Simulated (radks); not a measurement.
Problem. The table gives one normalised radial function P(r) = r R(r) (large component) of Tl12+ in [Xe] 4f14 5d1 (r in bohr). All-electron calculation, Dirac Kohn-Sham, PBE, spin-unpolarised, spherical densities, finite nucleus; open shells fill j = l - 1/2 first; Fermi nuclear charge, rms radius 5.4759 fm. Program: a radial shooting solver on a logarithmic mesh with Libxc functionals.

r          P
0.001267  0.0000
0.001936  0.0000
0.002982  0.0000
0.004557  0.0000
0.006963  0.0001
0.01073   0.0002
0.01639   0.0011
0.02525   0.0048
0.03858   0.0195
0.05895   0.0714
0.0908    0.2295
0.1387    0.5842
0.2137    1.1320
0.3266    1.5105
0.499     1.3146
0.7686    0.6879
1.175     0.1898
1.795     0.0196
2.765     0.0004
4.224     0.0000

Which n and l does it have? It may be an empty orbital.

Solution. n = 4, l = 3: the number of nodes gives n - l - 1 = 0, the rise at small r points to l (for j = l - 1/2 the large component starts outside the nucleus as r^gamma with gamma = sqrt(l^2 - (Z/c)^2) = 2.94 and the r^(l+1) term takes over further out; the orbital of l - 1 with the same j starts with the same power, but with a larger coefficient, and does not steepen), and the extent must fit the shell. The curve is that of 4f5/2; the two j differ most near the nucleus, where j = l - 1/2 has the larger amplitude, and in heavy atoms j = l - 1/2 is also the more compact. 4f5/2: eigenvalue -334.07 eV, 0 radial nodes, <r> = 0.457 bohr, 90 % of the charge inside 0.725 bohr.
